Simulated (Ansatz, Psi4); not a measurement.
System: trichloro(silyl)silane, Si$_{2}$H$_{3}$Cl$_{3}$ (charge 0, singlet). SMILES: Cl[Si](Cl)(Cl)[SiH3]
Coordinates optimised at B3LYP-D3(BJ)/def2-TZVP (Ansatz, a program for electronic structure):
```
Si
Cl 1 2.0558
Cl 1 2.0558 2 108.24
Cl 1 2.0558 2 108.24 3 117.10
Si 1 2.3325 2 110.68 3 -121.45
H 5 1.4794 1 108.48 2 -179.58
H 5 1.4794 6 110.44 1 -118.77
H 5 1.4794 6 110.44 7 -122.46
```
Charge 0, spin multiplicity 1.

Quantity: vertical triplet-singlet gap, E(triplet) - E(singlet), in eV. Terms: 6-31G* and kin with 6d, 5d where marked; each state is the SCF solution reached for its charge and spin; valence correlation only; no dispersion term unless named; UHF or UKS for open shells; spin-orbit terms left out; 6-311+G** with 5d, 6d on Na to Ar in Ansatz; non-relativistic. Basis-set limits of correlation are two-point, X^-3; Hartree-Fock from the larger set. [CCSD(T)-MP2]/basis is that difference in the basis named. Ab initio and DFT rows: single points at B3LYP-D3(BJ) geometries (Ansatz). Levels can end on unlike triplets.

Coupled cluster (Ansatz) is a level with limits of its own, used here on species with T1 under 0.025 (0.045 for open shells) and stable references: RI-MP2/CBS(aug-cc-pV(T+d)Z,aug-cc-pV(Q+d)Z)+[CCSD(T)-MP2]/aug-cc-pV(T+d)Z.

Value to compare with, RI-MP2/CBS(aug-cc-pV(T+d)Z,aug-cc-pV(Q+d)Z)+[CCSD(T)-MP2]/aug-cc-pV(T+d)Z (Ansatz): 6.30 eV.

```tsv
level	program	vertical triplet-singlet gap, E(triplet) - E(singlet) (eV)	difference
HF/6-31G*	Ansatz	6.91	0.61
PBE/6-31G*	Ansatz	5.87	-0.43
PBE/6-311+G**	Ansatz	5.75	-0.55
B3LYP/STO-3G	Ansatz	6.77	0.47
B3LYP/3-21G	Ansatz	6.11	-0.19
B3LYP/6-31G*	Ansatz	6.31	0.01
B3LYP/6-311+G**	Ansatz	6.17	-0.13
wB97X-D/6-31G*	Psi4	6.74	0.44
MP2/6-31G*	Ansatz	6.89	0.59
wB97X-V/def2-TZVPD	Ansatz	6.29	-0.01
```

5 of the 9 habitual levels lie above RI-MP2/CBS(aug-cc-pV(T+d)Z,aug-cc-pV(Q+d)Z)+[CCSD(T)-MP2]/aug-cc-pV(T+d)Z (Ansatz); their mean absolute difference is 0.38 eV, the median 0.44.

The levels are drawn from those run, B3LYP/6-31G* more often than the rest, none by its result; left out are runs that failed, that the program found above a lower state of the same kind, or whose <S^2> lies over 0.5 above the pure value.
